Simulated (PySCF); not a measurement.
A TDDFT job was run through a driver script with this input:

```
{"job": {"kind": "uv", "xc": "PBE0", "basis": "def2-SVPD", "ip": false, "nstates": 15}, "charge": 0, "multiplicity": 1}
Cu    -0.006903     0.002990    -1.181014
N      0.002450    -0.001037     0.739618
H     -0.401265     0.852914     1.128601
H      0.948968    -0.077784     1.116228
H     -0.532048    -0.781874     1.124542
F     -0.011202     0.004791    -2.927965
```

Theory: TDDFT PBE0/def2-SVPD, vertical, gas phase, core orbitals frozen in the response (PySCF). Job line and output are in the format of a driver script around the code.

(1) Give the output without the SCF cycles.

Results:

(1) 
```
converged SCF energy = -1796.2401901065

Static polarisability (au): isotropic 33.731, principal 31.717 31.718 37.757

Singlet excitations
state   eV       nm        f      main configurations
  1   4.3108    287.6   0.00087   H-1->L 0.90
  2   4.3110    287.6   0.00087   H-2->L 0.90
  3   4.3853    282.7   0.00491   H->L 0.98
  4   4.8728    254.4   0.00001   H-3->L 0.93
  5   4.8728    254.4   0.00001   H-4->L 0.93
  6   5.6622    219.0   0.12654   H->L+2 0.64, H->L+1 0.33
  7   5.6623    219.0   0.12649   H->L+1 0.64, H->L+2 0.33
  8   5.9537    208.2   0.00007   H-1->L+1 0.33, H-2->L+2 0.32, H-1->L+2 0.16
  9   5.9537    208.2   0.00006   H-1->L+2 0.33, H-2->L+1 0.32, H-2->L+2 0.15
 10   5.9630    207.9   0.00000   H-2->L+1 0.45, H-1->L+2 0.41
 11   6.0998    203.3   0.02089   H-1->L+1 0.31, H-2->L+2 0.30, H->L+3 0.26
 12   6.3576    195.0   0.01016   H-1->L+3 0.82
 13   6.3578    195.0   0.01020   H-2->L+3 0.82
 14   6.4274    192.9   0.00000   H-4->L+2 0.39, H-3->L+1 0.39
 15   6.4290    192.9   0.00000   H-3->L+2 0.42, H-4->L+1 0.42

Triplet excitations (Tamm-Dancoff, eV): 3.4505 4.0841 4.0842 4.5170
```

Geometry: PBE0-D3(BJ)/def2-SVP; no solvent, vibrations or thermal averaging.

The species is Cu(NH3)F, `[NH3]->[Cu][F]`.

H and L stand for HOMO and LUMO.
